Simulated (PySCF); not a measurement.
C3H5N, SMILES `N=C1CC1` (charge 0, multiplicity 1)

Level of theory: PBE-D3(BJ)/def2-TZVP // B3LYP-D3(BJ)/def2-TZVP run with PySCF.

```
Quantity                        Result
-------------  -----------------------
HOMO                          -5.68 eV
dipole moment                   2.22 D
HOMO–LUMO gap                  4.29 eV
LUMO                          -1.39 eV
total energy              -171.8574 Ha
cost           roughly 40 core-seconds
```

```xyz
9

N      1.7061     0.2823     0.7722
C      0.5746     0.0640     0.2747
C     -0.5769     0.4813    -0.5328
C     -0.5026    -0.9085     0.1613
H      2.0424     1.2128     0.5123
H     -1.2658     1.2111    -0.1237
H     -0.4764     0.5103    -1.6116
H     -1.1453    -1.0762     1.0177
H     -0.3560    -1.7770    -0.4701
```
Charge 0, spin multiplicity 1.
